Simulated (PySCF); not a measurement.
A run for PySCF: R-B3LYP/6-31G* on C2H4F2 (SMILES FCCF), a point of a torsion scan.

```python
from pyscf import gto, scf, dft, mp
from pyscf.data.elements import chemcore

mol = gto.M(
    atom='''
    F     1.38998170    0.67349102   -0.80533803
    C     0.74929120   -0.14904675    0.07777751
    C    -0.76700726    0.02012473   -0.03068230
    F    -1.14584864    0.13980476   -1.33800509
    H     1.09366355    0.10228560    1.08492291
    H     1.04938104   -1.16932606   -0.18677520
    H    -1.28240283   -0.84659762    0.39274712
    H    -1.09469209    0.94109675    0.46477127
    ''',
    basis='6-31g*',
    cart=True,
    charge=0, spin=0, verbose=3, max_memory=1800)
mf = dft.RKS(mol, xc='b3lyp')
mf.conv_tol = 1e-8
mf.max_cycle = 100
mf.kernel()
if not mf.converged:
    mf = mf.newton().run(mf.mo_coeff, mf.mo_occ)
```

The log:

```
converged SCF energy = -278.273384401166
```

The run converged.

Cost: about 1.4 core-seconds (a rough figure).
